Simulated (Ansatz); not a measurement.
`C[SiH2][SiH](N)O` and `C[SiH2][SiH](O)Cl` differ in one atom or group.

Ansatz, PBE0-D4/def2-TZVP geometries, multiplicity 1. Each molecule was computed in one conformer, which needn't be the lowest.

| property | `C[SiH2][SiH](N)O` |
| --- | --- |
| HOMO energy (PBE0/def2-TZVPP) / eV | -7.28 |
| HOMO–LUMO gap (PBE/def2-TZVPP) / eV | 5.36 |
| HOMO energy (PBE/def2-TZVPP) / eV | -5.97 |
| size of the dipole moment (PBE/def2-TZVPP) / D | 1.77 |
| HOMO–LUMO gap (PBE0/def2-TZVPP) / eV | 7.48 |
| HOMO energy (ωB97M-V/def2-TZVPP) / eV | -9.45 |

Problem. What does the change do to each property? (Estimate.)

Solution. The calculation gave: 
```json
{"property": "HOMO energy (PBE0/def2-TZVPP) / eV", "`C[SiH2][SiH](O)Cl`": "-7.88", "shift": "-0.60"}
{"property": "HOMO–LUMO gap (PBE/def2-TZVPP) / eV", "`C[SiH2][SiH](O)Cl`": "5.56", "shift": "0.20"}
{"property": "HOMO energy (PBE/def2-TZVPP) / eV", "`C[SiH2][SiH](O)Cl`": "-6.68", "shift": "-0.71"}
{"property": "size of the dipole moment (PBE/def2-TZVPP) / D", "`C[SiH2][SiH](O)Cl`": "0.98", "shift": "-0.79"}
{"property": "HOMO–LUMO gap (PBE0/def2-TZVPP) / eV", "`C[SiH2][SiH](O)Cl`": "7.60", "shift": "0.12"}
{"property": "HOMO energy (ωB97M-V/def2-TZVPP) / eV", "`C[SiH2][SiH](O)Cl`": "-9.93", "shift": "-0.48"}
```

With PBE0 the HOMO falls by 0.60 eV and the LUMO falls by 0.48 eV, so the gap widens by about 0.12 eV. PBE moves the HOMO by -0.71 eV and ωB97M-V by -0.48 eV. Dipoles are sizes alone; their direction can turn.
